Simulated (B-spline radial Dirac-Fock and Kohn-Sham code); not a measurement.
A summary of the ionisation energies of zirconium (Z = 40) against charge, from Dirac-Fock ΔSCF + Breit + QED and from the NIST table. The largest relative steps of the computed values, from charge +5 on, come at Zr¹⁰⁺ (30 electrons left, 169.8 to 212.6 eV); Zr¹²⁺ (28 electrons left, 235.0 to 426.7 eV); Zr³⁰⁺ (10 electrons left, 1581.6 to 3812.4 eV); Zr³⁸⁺ (2 electrons left, 5146.7 to 21514.6 eV). The median of |NIST − computed| / NIST over the 40 ions is 0.61 %.

```
charge  computed (eV)  NIST (eV)
     0           5.60   6.634126
     2          21.53      23.17
     4          79.85     80.348
     6          113.9        112
     8          150.6        153
    10          212.6      214.9
    12          426.7        426
    14          524.7        520
    16          629.5        622
    18          740.8        745
    20          858.6        863
    22         1097.4       1092
    24         1211.6     1205.4
    26         1329.4       1344
    28         1519.3     1525.1
    30         3812.4       3788
    32         4151.9       4127
    34         4503.2       4553
    36         4983.4       4991
    38        21514.6   21516.47
```
